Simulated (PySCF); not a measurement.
PySCF was given this input:
```python
from pyscf import gto, scf, dft

mol = gto.Mole()
mol.atom = '''
    B     0.30994525    0.80593281    0.04750454
    O     0.83701329    2.00641922    0.49665573
    H     0.54338884    2.78185310    0.10198520
    O    -0.79782973    0.81598583   -0.77374908
    C    -1.35783738    1.98883343   -1.38179128
    H    -0.61643074    2.46039384   -1.98753962
    H    -2.12615529    1.63017225   -2.06827066
    H    -1.75257227    2.62601487   -0.60137881
    C     0.78210604   -0.58641084    0.57698601
    C    -0.16721522   -1.75939028    0.33210869
    C     0.48661305   -3.06864475    0.74558723
    H     0.99042162   -0.52153745    1.65163345
    H     1.77028199   -0.82144743    0.10402973
    H    -1.08973460   -1.54568747    0.81844895
    H    -0.34003134   -1.80123541   -0.69535556
    H     1.42967853   -3.28100368    0.32976597
    H    -0.25817075   -3.89994592    0.67398234
    H     0.63383467   -3.07463061    1.91086324
'''
mol.basis = 'sto-3g'
mol.verbose = 4
mol.build()

mf = dft.RKS(mol)
mf.xc = 'pbe'
mf.kernel()
g = mf.nuc_grad_method()
grad = g.kernel()
```

Question: Estimate the HOMO-LUMO gap that PBE/STO-3G, gradient run with PySCF returns for this input.

Answer: 6.97 eV

Question: Give the HOMO energy at the level PBE/STO-3G, gradient.

Answer: -3.05 eV

Question: What is the computed nuclear repulsion energy (PBE/STO-3G, gradient)?

Answer: 301.7629 Eh

Question: Predict the total energy from PBE/STO-3G, gradient.

Answer: -329.7056 Eh

Question: What number of basis functions does PBE/STO-3G, gradient give?

Answer: 46

Question: What is the computed Mulliken (on the basis functions themselves) charges in atom order (PBE/STO-3G, gradient)?

Answer: B1 0.31, O2 -0.32, H3 0.23, O4 -0.23, C5 -0.17, H6 0.09, H7 0.10, H8 0.09, C9 -0.24, C10 -0.17, C11 -0.23, H12 0.07, H13 0.07, H14 0.09, H15 0.09, H16 0.09, H17 0.07, H18 0.06
